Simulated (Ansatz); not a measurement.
Ge(NH2)2H2 (GeN2H6), relaxed as a singlet with RKS PBE0-D4/def2-TZVP in Ansatz, starting from the GFN2-xTB geometry. Force threshold 0.02 eV/Å.

Start:

```csv
atom,x (Å),y (Å),z (Å)
Ge1,0.0390,0.6717,-0.1019
N2,1.5295,-0.3056,0.2470
H3,1.7983,-1.0199,-0.4132
H4,1.6498,-0.6697,1.1810
N5,-1.5601,-0.1868,-0.1762
H6,-1.8996,-0.6322,0.6642
H7,-1.7296,-0.8033,-0.9569
H8,0.2406,1.2799,-1.4490
H9,-0.0678,1.6660,1.0050
```

```
step  energy (eV)  largest force component (eV/Å)  SCF passes
   1  -59587.3213                           0.711          15
   2  -59587.3675                           0.320          21
   3  -59587.3739                           0.085          21
   4  -59587.3743                           0.107          20
   5  -59587.3762                           0.004          20
```

Force components are those of the run's own axes.

End:

```xyz
9

Ge    0.040    0.678   -0.103
N     1.559   -0.301    0.255
H     1.796   -1.000   -0.435
H     1.594   -0.723    1.172
N    -1.588   -0.182   -0.182
H    -1.891   -0.614    0.680
H    -1.686   -0.850   -0.933
H     0.253    1.295   -1.491
H    -0.077    1.698    1.037
```

By distances, no bond broke or formed. The bond that changes most is Ge1–H9, from 1.49 to 1.53 Å (atoms count from 1).

No frequencies were taken in this run, so the end may be a saddle point.

Hardware: 4 threads of Arm Neoverse V1 on a shared host. Wall time 6.5 s.
